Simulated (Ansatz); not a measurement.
`FC([SiH3])[TeH]` → `[SiH2]` + `FC[TeH]` at 700 K and 1 bar (silylene formation by 1,1-elimination).

Gas-phase electronic energies from Ansatz, PBE0-D4/def2-TZVP geometries. CCSD(T)/CBS is the MP2 limit (def2-TZVPP, def2-QZVPP) plus CCSD(T) − MP2 in def2-TZVPP, frozen cores. This one scheme is used for every species. def2 core potentials past Kr. For Te outer-core shells are correlated without core-valence functions, which leaves a few kJ/mol of doubt a bond.

```csv
species,CCSD(T)/CBS energy (Eh),H − E (kJ/mol),S (J/(mol·K))
`FC([SiH3])[TeH]`,-697.62294,206.0,458.6
`[SiH2]`,-290.19011,56.3,240.4
`FC[TeH]`,-407.34762,141.4,363.2
```

H − E and S are ideal-gas, rigid-rotor, harmonic terms from PBE0-D4/def2-TZVP, for one conformer and one mirror image of each species. 1 Eh = 2625.50 kJ/mol, R = 8.31446 J/(mol·K).

Question: By hand: ΔE, ΔH, ΔS and ΔG.

Answer: ΔE = (-290.19011) + (-407.34762) − (-697.62294) = 0.08521 Eh = 223.7 kJ/mol. Δ(H − E) = 56.3 + 141.4 − 206.0 = -8.3, so ΔH = 215.4 kJ/mol. ΔS = 240.4 + 363.2 − 458.6 = 145.0 J/(mol·K). ΔG = 215.4 − 700 × (145.0)/1000 = 113.9 kJ/mol.

Question: By hand: the equilibrium constant, and the temperature at which ΔG would vanish if ΔH and ΔS stayed fixed.

Answer: log₁₀ K = −ΔG/(RT ln 10) = -8.5. ΔG = 0 at ΔH/ΔS = 1486 K.

The number of gas molecules changes by +1, which sets the sign of ΔS. A doubt of 5 kJ/mol in ΔE shifts log₁₀ K by 0.4 here. Other conformers and mirror images would add mixing entropy, several J/(mol·K) or more a flexible species. These are equilibria of isolated gas molecules and say nothing of rates. Largest T1 diagnostic: 0.014 (customary marks: 0.02 for closed shells, 0.045 for open ones).
